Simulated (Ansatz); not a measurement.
`B[SiH2]CS[SiH3]` + H–F → `B[SiH2]F` + `CS[SiH3]` at 600 K and 1 bar (ligand exchange at the Si–C bond).

Isolated molecules relaxed with PBE0-D4/def2-TZVP in Ansatz; ΔE leaves out vibrations. CBS: MP2 limit from def2 TZ/QZ plus the TZ coupled-cluster correction, frozen cores. This one scheme is used for every species. Each species was taken in one conformer, which may not be the lowest.

```tsv
species	CCSD(T)/CBS energy (Eh)	H − E (kJ/mol)	S (J/(mol·K))
`B[SiH2]CS[SiH3]`	-1044.16888	322.9	547.0
H–F	-100.39570	42.3	194.0
`B[SiH2]F`	-416.08532	146.8	353.7
`CS[SiH3]`	-728.52947	217.4	385.5
```

H − E and S are ideal-gas, rigid-rotor, harmonic terms from PBE0-D4/def2-TZVP, for one conformer and one mirror image of each species. 1 Eh = 2625.50 kJ/mol, R = 8.31446 J/(mol·K).

By hand: ΔE, ΔH, ΔS and ΔG.

ΔE = (-416.08532) + (-728.52947) − (-1044.16888) − (-100.39570) = -0.05021 Eh = -131.8 kJ/mol. Δ(H − E) = 146.8 + 217.4 − 322.9 − 42.3 = -1.0, so ΔH = -132.8 kJ/mol. ΔS = 353.7 + 385.5 − 547.0 − 194.0 = -1.8 J/(mol·K). ΔG = -132.8 − 600 × (-1.8)/1000 = -131.7 kJ/mol.

By hand: the equilibrium constant, and the temperature at which ΔG would vanish if ΔH and ΔS stayed fixed.

log₁₀ K = −ΔG/(RT ln 10) = 11.5. ΔG = 0 at ΔH/ΔS = 73778 K, far beyond where these terms or the molecules hold.

The number of gas molecules stays the same, so ΔS is small and ΔH decides. A doubt of 5 kJ/mol in ΔE shifts log₁₀ K by 0.4 here. Other conformers and mirror images would add mixing entropy, several J/(mol·K) or more a flexible species. Modes under 60 cm⁻¹, often nearly free rotors, make the harmonic entropy too high. These are equilibria of isolated gas molecules and say nothing of rates. Largest T1 diagnostic: 0.012 (customary marks: 0.02 for closed shells, 0.045 for open ones).
